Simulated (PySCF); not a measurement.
Vertical excitations of a molecule C3H10Si3 from TDA-LC-ωPBE/def2-SVPD (PySCF 2.14.0), as energy in eV (oscillator strength): 6.01 (0.042), 6.32 (0.129), 6.66 (0.151), 6.94 (0.057), 7.07 (0.009), 7.22 (0.195). Lowest triplet (TDA): 3.70 eV. Geometry: B3LYP-D3(BJ)/def2-SVP. The values are those of a single conformer.

Task: Which molecule gave these data?
A. CC#C[SiH2][SiH2][SiH3]
B. C=C1[SiH2][SiH2][C@H]1[SiH3]
C. [SiH3]C#C[SiH2]C[SiH3]
D. [SiH3][C@@H]1C=C[SiH2][SiH2]1

Result: B, C=C1[SiH2][SiH2][C@H]1[SiH3]
